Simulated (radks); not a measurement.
Q: Pb4+, configuration [Xe] 4f14 5d10. All-electron calculation, scalar-relativistic Kohn-Sham, PBE, spin-polarised, spherical densities, point nucleus. Program: a radial shooting solver on a logarithmic mesh with Libxc functionals. Some entries of the table are withheld. Estimate them.

| orbital | occ. | eigenvalue (eV) | <r^2> (bohr^2) |
|---|---|---|---|
| 1s | 2 | -88180.53 | 0.0003570 |
| 2s | 2 | -15805.91 | 0.005417 |
| 2p | 6 | -13560.81 | 0.004618 |
| 3s | 2 | -3825.800 | 0.03484 |
| 3p | 6 | -3182.213 | 0.03612 |
| 3d | 10 | (1) | 0.02993 |
| 4s | 2 | -898.2940 | 0.1665 |
| 4p | 6 | -687.4241 | 0.1909 |
| 4d | 10 | -443.5666 | 0.2143 |
| 5s | 2 | -185.4515 | (2) |
| 4f | 14 | -174.3496 | 0.2465 |
| 5p | 6 | -127.0577 | 1.070 |
| 5d | 10 | -61.6686 | 1.821 |

A: 
(1) 3d eigenvalue (eV): -2526.590
(2) 5s <r^2> (bohr^2): 0.8150
